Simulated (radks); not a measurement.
These are the eigenvalues of the occupied orbitals of an atom or ion with whole-number occupations (eV). Method: scalar-relativistic Kohn-Sham, LDA (Slater exchange, Perdew-Zunger correlation), spin-polarised, spherical densities, finite nucleus; Fermi nuclear charge, rms radius of each element as measured or else 0.836 A^(1/3) + 0.57 fm; computed with a radial shooting solver on a logarithmic mesh with Libxc functionals.

1s up: -15961.87
1s down: -15961.59
2s up: -2203.655
2s down: -2203.469
2p up: -1965.311
2p down: -1965.054
3s up: -380.6252
3s down: -380.2828
3p up: -303.6735
3p down: -303.2921
3d up: -176.1270
3d down: -175.6982
4s up: -85.2225
4s down: -83.1529
4p up: -65.7025
4p down: -63.6852

Which element is it, and in what charge state? The configuration may be excited. Open shells, if any, are filled with parallel spins first.

Answer. Z = 38, strontium, charge +4: Sr4+ in [Ar] 3d10 4s2 4p4. The list shows which subshells hold electrons but not how many an open one holds; the 1s level, -586.59 hartree, gives Z - s = 34.3 by -(Z - s)^2/2, which with screening and relativity narrows Z to a few neighbours, and the depths of the outer levels then fix element, charge and occupations together.
